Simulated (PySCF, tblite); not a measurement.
Species: C3H11NP2Si.
SMILES with atom numbers: `[CH3:1][N:2]([CH3:3])/[C:4]([SiH3:5])=[P:6]/[PH2:7]` (hydrogens: H8, H9, H10 on C1; H11, H12, H13 on C3; H14, H15, H16 on Si5; H17, H18 on P7)

Computed with GFN2-xTB (tblite), gas phase: Langevin dynamics at 300 K from the optimised GFN2-xTB geometry, time step 0.5 fs, friction 0.01 fs⁻¹, 2000 steps. Over the second half of the run the saved frames average 280 K.

Frame at 250 fs, instantaneous temperature 226 K:
```
atom  x, y, z in Å
C1     -1.204    1.366    0.964
N2     -0.979    0.028    0.395
C3     -2.047   -0.558   -0.321
C4      0.258   -0.360    0.099
Si5     0.737   -2.099   -0.403
P6      1.431    0.928    0.186
P7      3.086    0.078   -0.741
H8     -2.261    1.359    1.236
H9     -0.656    1.554    1.905
H10    -0.841    2.171    0.266
H11    -2.281   -0.089   -1.328
H12    -1.860   -1.633   -0.583
H13    -2.994   -0.514    0.234
H14     0.597   -2.294   -1.794
H15    -0.312   -3.013    0.171
H16     2.056   -2.438    0.145
H17     3.676    1.371   -1.062
H18     3.791   -0.078    0.457
```

Frame at 425 fs, instantaneous temperature 267 K:
```
atom  x, y, z in Å
C1     -0.975    0.816    1.412
N2     -0.711   -0.087    0.330
C3     -1.641   -1.202    0.205
C4      0.585   -0.280   -0.057
Si5     1.229   -2.048   -0.405
P6      1.673    1.044    0.069
P7      3.431   -0.010   -0.766
H8     -0.834    0.227    2.358
H9     -0.274    1.657    1.399
H10    -1.996    1.183    1.290
H11    -2.589   -0.689   -0.092
H12    -1.349   -1.795   -0.695
H13    -1.777   -1.661    1.139
H14     1.363   -2.469   -1.801
H15     0.321   -3.090    0.232
H16     2.377   -2.367    0.504
H17     3.924    1.284   -1.143
H18     4.156   -0.047    0.446
```

Frame at 625 fs, instantaneous temperature 235 K:
```
atom  x, y, z in Å
C1     -1.388    0.824    0.924
N2     -0.728   -0.384    0.518
C3     -1.618   -1.445    0.377
C4      0.581   -0.479    0.202
Si5     1.522   -2.162   -0.072
P6      1.516    1.000    0.317
P7      3.084    0.483   -1.049
H8     -1.665    0.834    1.938
H9     -0.719    1.704    0.811
H10    -2.176    1.110    0.223
H11    -2.451   -1.353   -0.390
H12    -1.068   -2.424    0.093
H13    -2.119   -1.780    1.302
H14     1.225   -2.705   -1.420
H15     1.149   -3.179    0.868
H16     2.961   -2.021    0.251
H17     2.752    1.526   -1.958
H18     4.059    1.353   -0.615
```

Frame at 800 fs, instantaneous temperature 152 K:
```
atom  x, y, z in Å
C1     -1.411    0.825    0.895
N2     -0.739   -0.304    0.336
C3     -1.472   -1.473    0.432
C4      0.572   -0.458   -0.016
Si5     1.502   -2.181   -0.307
P6      1.559    0.951   -0.008
P7      3.428    0.124   -0.534
H8     -1.095    0.828    2.007
H9     -1.081    1.765    0.483
H10    -2.580    0.752    0.855
H11    -2.189   -1.619   -0.347
H12    -0.796   -2.393    0.384
H13    -1.903   -1.461    1.433
H14     1.888   -2.238   -1.694
H15     0.685   -3.304    0.057
H16     2.642   -2.186    0.693
H17     3.991    1.403   -0.774
H18     3.971    0.003    0.694
```

Frame at 1000 fs, instantaneous temperature 202 K:
```
atom  x, y, z in Å
C1     -0.988    1.192    0.897
N2     -0.596   -0.165    0.544
C3     -1.651   -1.132    0.287
C4      0.674   -0.483    0.190
Si5     1.337   -2.261   -0.090
P6      1.838    0.778   -0.075
P7      3.517   -0.227   -0.892
H8     -0.205    1.546    1.552
H9     -0.772    1.836    0.044
H10    -2.047    1.274    1.298
H11    -2.519   -0.573    0.059
H12    -1.432   -1.718   -0.608
H13    -1.947   -1.670    1.178
H14     1.383   -2.371   -1.593
H15     0.276   -3.127    0.611
H16     2.414   -2.430    0.814
H17     3.099   -0.393   -2.217
H18     4.219    0.939   -1.192
```

**Question.** What do single points at PBE0/pcSseg-1 (PySCF, gas phase) give on these frames?

**Answer.** 
```tsv
t (fs)	GFN2-xTB E above start (eV)	DFT E above lowest frame (eV)	HOMO (eV)	LUMO (eV)	dipole (D)
250	0.54	0.00	-5.58	-1.32	2.64
425	0.61	0.01	-5.70	-1.39	2.79
625	0.63	0.08	-5.56	-1.33	3.40
800	0.88	0.40	-5.42	-1.06	3.22
1000	0.63	0.18	-5.39	-0.99	3.39
```

Both levels order the frames alike by energy; measured from each level's lowest frame they differ by 0.09 eV at most. The HOMO–LUMO gap runs from 4.23 to 4.40 eV. These are instantaneous structures, not minima.

**Question.** And the isotropic GIAO shieldings (ppm) from the same runs?

**Answer.** 
| atom | 250 fs | 425 fs | 625 fs | 800 fs | 1000 fs | mean | range |
| --- | --- | --- | --- | --- | --- | --- | --- |
| C1 | 137.0 | 138.3 | 152.5 | 140.1 | 140.9 | 141.8 | 15.5 |
| N2 | 123.3 | 125.5 | 129.2 | 134.6 | 126.9 | 127.9 | 11.3 |
| C3 | 141.2 | 132.3 | 138.9 | 135.8 | 139.9 | 137.6 | 8.9 |
| C4 | -38.7 | -45.5 | -36.9 | -33.3 | -30.3 | -36.9 | 15.2 |
| Si5 | 441.1 | 447.1 | 431.5 | 426.9 | 440.9 | 437.5 | 20.2 |
| P6 | 173.0 | 149.0 | 178.4 | 214.9 | 190.9 | 181.2 | 65.9 |
| P7 | 518.7 | 522.4 | 516.0 | 526.4 | 506.7 | 518.0 | 19.7 |
| H8 | 28.3 | 28.3 | 30.2 | 27.5 | 28.6 | 28.6 | 2.7 |
| H9 | 28.2 | 26.6 | 26.0 | 27.9 | 28.3 | 27.4 | 2.3 |
| H10 | 27.2 | 28.7 | 29.0 | 26.8 | 27.4 | 27.8 | 2.2 |
| H11 | 28.3 | 28.0 | 27.9 | 28.9 | 29.8 | 28.6 | 1.9 |
| H12 | 27.3 | 27.5 | 27.1 | 25.7 | 28.4 | 27.2 | 2.7 |
| H13 | 28.6 | 29.6 | 28.2 | 28.9 | 28.1 | 28.7 | 1.5 |
| H14 | 27.8 | 26.8 | 26.6 | 26.4 | 26.0 | 26.7 | 1.8 |
| H15 | 27.0 | 26.6 | 27.6 | 27.2 | 26.3 | 26.9 | 1.3 |
| H16 | 26.6 | 26.4 | 25.8 | 25.9 | 26.6 | 26.3 | 0.8 |

The cost below is that of the whole dynamics run. Time: 21 s of wall time; peak memory 0.18 GiB. Hardware: one thread, Intel Xeon Platinum 8488C (x86_64), on a shared host.
